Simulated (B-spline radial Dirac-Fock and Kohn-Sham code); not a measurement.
**Auger decay of the M2 hole in Hg⁺**

System: the Hg⁺ ion in the configuration [Xe] 4f14 5d10 6s1.

Input of the calculation (task.json; shells as n, l, electrons):

```json
{"items": [{
  "Z": 80,
  "q": 1,
  "cfg": [[1, 0, 2], [2, 0, 2], [2, 1, 6], [3, 0, 2], [3, 1, 6], [3, 2, 10], [4, 0, 2], [4, 1, 6], [4, 2, 10], [4, 3, 14], [5, 0, 2], [5, 1, 6], [5, 2, 10], [6, 0, 1]],
  "A": 202,
  "rrms": 5.4648,
  "do": ["binding", "quiet", "decay"],
  "holes": ["K", "L1", "L2", "L3", "M1", "M2", "M3", "M4", "M5", "N1", "N2", "N3", "N4", "N5", "N6", "N7"]
}]}
```

Command: `python xray_run.py task.json out`

The computed values come from a radial B-spline solver: independent-particle rates on relativistic LDA orbitals of the hole state (multipoles up to L = 3, Coulomb Auger matrix elements, transition energies from Dirac-Fock). Kinetic energies are configuration averages from the vacuum level; the two-hole energies are estimated from single-hole states.

| transition | kinetic energy (eV) | width (meV) | share (%) |
| --- | --- | --- | --- |
| M2-M3N5 | 19.82 | 238 | 1.8 |
| M2-M4N1 | 35.52 | 790 | 5.9 |
| M2-M4N2 | 158.5 | 787 | 5.8 |
| M2-M5N2 | 248.7 | 880 | 6.5 |
| M2-M4N3 | 265.1 | 768 | 5.7 |
| M2-M3N6 | 280.5 | 461 | 3.4 |
| M2-M3N7 | 285.4 | 426 | 3.2 |
| M2-M4N4 | 466.5 | 294 | 2.2 |
| M2-M4N5 | 485.2 | 367 | 2.7 |
| M2-M4O1 | – | 157 | 1.2 |
| M2-M4N6 | 748.3 | 2310 | 17.1 |
| M2-M4N7 | 751.3 | 3580 | 26.5 |
| M2-N2N3 | 1971.2 | 132 | 1.0 |
| M2-N2N4 | 2175.1 | 132 | 1.0 |
| M2-N2N5 | 2190.3 | 211 | 1.6 |
| M2-N2N7 | 2454.5 | 133 | 1.0 |

A dash stands for an energy that rests on an unreliable hole state.

Coster-Kronig rates are the weakest part of this model and often come out 1.5 to 2.5 times too large. The listed channels hold 87 % of the non-radiative rate. Summed by principal shells, of 13.5 eV in all: MMN 84.0 %, MNN 8.3 %, MMO 6.0 %, MNO 1.5 %.
